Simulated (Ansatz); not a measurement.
Start from `C=C[SiH2]Cl` and change one atom or group to get `C=C[SiH2]N`.

Ansatz, PBE0-D4/def2-TZVP geometries, multiplicity 1. Each molecule was computed in one conformer, which needn't be the lowest.

| property | `C=C[SiH2]Cl` |
| --- | --- |
| zero-point energy (PBE0-D4/def2-TZVP) / kJ/mol | 160.9 |
| LUMO energy (ωB97M-V/def2-TZVPP) / eV | 1.16 |
| size of the dipole moment (B3LYP/def2-TZVPP) / D | 1.92 |
| LUMO energy (PBE0/def2-TZVPP) / eV | -0.93 |
| ideal-gas entropy at 298 K and 1 bar (rigid rotor, harmonic PBE0-D4/def2-TZVP) / J/(mol·K) | 320 |
| size of the dipole moment (PBE/def2-TZVPP) / D | 1.86 |

Give the same properties after the change, and the shifts. (Best estimate.)

Computed: 
| property | `C=C[SiH2]N` | shift |
| --- | --- | --- |
| zero-point energy (PBE0-D4/def2-TZVP) / kJ/mol | 223.7 | 62.8 |
| LUMO energy (ωB97M-V/def2-TZVPP) / eV | 1.87 | 0.71 |
| size of the dipole moment (B3LYP/def2-TZVPP) / D | 1.38 | -0.54 |
| LUMO energy (PBE0/def2-TZVPP) / eV | -0.23 | 0.70 |
| ideal-gas entropy at 298 K and 1 bar (rigid rotor, harmonic PBE0-D4/def2-TZVP) / J/(mol·K) | 325 | 5 |
| size of the dipole moment (PBE/def2-TZVPP) / D | 1.38 | -0.48 |

With PBE0 the HOMO rises by 1.02 eV and the LUMO rises by 0.70 eV, so the gap narrows by about 0.32 eV. PBE moves the HOMO by 1.27 eV and ωB97M-V by 0.89 eV. The zero-point energy changes by 62.8 kJ/mol with +6 modes. Dipoles are sizes alone; their direction can turn.

B3LYP here is the variant with VWN-RPA as its local correlation; programs differ in this.
